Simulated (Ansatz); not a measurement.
Reaction (homolysis of the O–Si bond): `F[Si](F)(F)O[Si](Cl)(Cl)Cl` → `[O][Si](Cl)(Cl)Cl`• + `F[Si](F)F`•

Calculated with Ansatz (gas phase, PBE0-D4/def2-TZVP geometries, no zero-point term in ΔE). CBS: MP2 limit from def2 TZ/QZ plus the TZ coupled-cluster correction, frozen cores. DFT in def2-TZVPP. Open shells (•) are unrestricted, without spin–orbit coupling. Each species was taken in one conformer, which may not be the lowest.

```json
{"level": "B97M-V", "ΔE (kcal/mol)": "146.0"}
{"level": "BLYP", "ΔE (kcal/mol)": "130.5"}
{"level": "CCSD(T)/def2-SVP", "ΔE (kcal/mol)": "143.7"}
{"level": "CCSD(T)/def2-TZVPP", "ΔE (kcal/mol)": "149.1"}
```

(1) What does CCSD(T)/CBS give? (Best estimate.)

Largest T1 diagnostic among the species: 0.014.

## Answers

(1) Ansatz gave: +152.5 kcal/mol. The listed levels differ from it by -6.5, -22.0, -8.8, -3.4 kcal/mol.

Leaving LDA and LC-ωPBE aside and taking each functional with its dispersion term where it has one, the values, not all of them listed here, spread over 14.7 kcal/mol, from revPBE-D4 to ωB97M-V. LDA lies +20.2 kcal/mol from PBE without D4, its usual overbinding. From PBE to PBE0 (25 % exact exchange), in def2-TZVPP and without D4, ΔE moves by +5.8 kcal/mol. At CCSD(T), def2-SVP lies −8.8 kcal/mol from the extrapolated value and def2-TZVPP −3.5 kcal/mol: correlation converges slowly with the basis, and small sets miss more of it in the bonded molecule than in its fragments.
